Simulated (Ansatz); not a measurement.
C₆H₁₈N₂O₂Ti, SMILES `CC(C)[NH][Ti]([OH])([OH])[NH]C(C)C`. Total charge 0; spin multiplicity 1. The geometry is a stationary point of PBE0-D4/def2-TZVP. It is one conformer, not always the lowest.

```xyz
29

C     0.039   -1.698    1.717
C    -1.095   -0.691    1.787
C    -2.196   -1.176    2.719
N    -1.627   -0.432    0.463
Ti   -0.951   -0.475   -1.302
O    -1.992    0.695   -2.217
O    -0.937   -2.157   -1.973
N     0.841    0.100   -1.272
C     1.300    1.463   -1.085
C     2.133    1.597    0.184
C     2.060    1.964   -2.306
H     0.469   -1.865    2.707
H     0.831   -1.346    1.054
H    -0.329   -2.656    1.336
H    -0.687    0.242    2.210
H    -3.005   -0.444    2.788
H    -2.618   -2.115    2.350
H    -1.810   -1.344    3.728
H    -2.540    0.009    0.515
H    -2.458    0.634   -3.050
H    -1.250   -2.981   -1.602
H     1.603   -0.545   -1.449
H     0.405    2.087   -0.968
H     3.033    0.977    0.116
H     2.449    2.631    0.343
H     1.562    1.270    1.054
H     1.439    1.888   -3.200
H     2.368    3.005   -2.182
H     2.962    1.364   -2.465
```

Problem. What is the dipole moment at B3LYP/def2-TZVPP? (Estimate.)

Solution. Computed: 0.77 D, with components (-0.16, -0.37, 0.66) D in this frame, pointing from negative to positive charge.

Problem. And with PBE, r2SCAN, ωB97M-V? (An estimate is asked.)

Solution. The calculation gave: PBE 0.70 D, r2SCAN 0.75 D, ωB97M-V 0.76 D.

Problem. Give the Mulliken charges with B3LYP, r2SCAN, ωB97M-V in def2-TZVPP. (An estimate is asked.)

Solution. Ansatz gave: 
| atom | B3LYP | r2SCAN | ωB97M-V |
| --- | --- | --- | --- |
| C1 | -0.22 | -0.12 | -0.28 |
| C2 | 0.13 | 0.19 | 0.00 |
| C3 | -0.26 | -0.17 | -0.31 |
| N4 | -0.36 | -0.39 | -0.29 |
| Ti5 | 0.80 | 0.78 | 0.71 |
| O6 | -0.46 | -0.47 | -0.42 |
| O7 | -0.46 | -0.47 | -0.42 |
| N8 | -0.38 | -0.41 | -0.35 |
| C9 | 0.19 | 0.28 | 0.07 |
| C10 | -0.26 | -0.17 | -0.31 |
| C11 | -0.27 | -0.17 | -0.31 |
| H12 | 0.08 | 0.04 | 0.11 |
| H13 | 0.07 | 0.04 | 0.09 |
| H14 | 0.07 | 0.04 | 0.10 |
| H15 | 0.04 | 0.00 | 0.08 |
| H16 | 0.07 | 0.03 | 0.10 |
| H17 | 0.08 | 0.04 | 0.11 |
| H18 | 0.07 | 0.03 | 0.09 |
| H19 | 0.12 | 0.13 | 0.10 |
| H20 | 0.18 | 0.20 | 0.17 |
| H21 | 0.19 | 0.20 | 0.18 |
| H22 | 0.10 | 0.12 | 0.10 |
| H23 | 0.04 | 0.00 | 0.08 |
| H24 | 0.06 | 0.03 | 0.10 |
| H25 | 0.07 | 0.04 | 0.10 |
| H26 | 0.09 | 0.05 | 0.10 |
| H27 | 0.09 | 0.05 | 0.11 |
| H28 | 0.07 | 0.03 | 0.09 |
| H29 | 0.06 | 0.03 | 0.09 |

B3LYP here is the variant with VWN-RPA as its local correlation; programs differ in this.
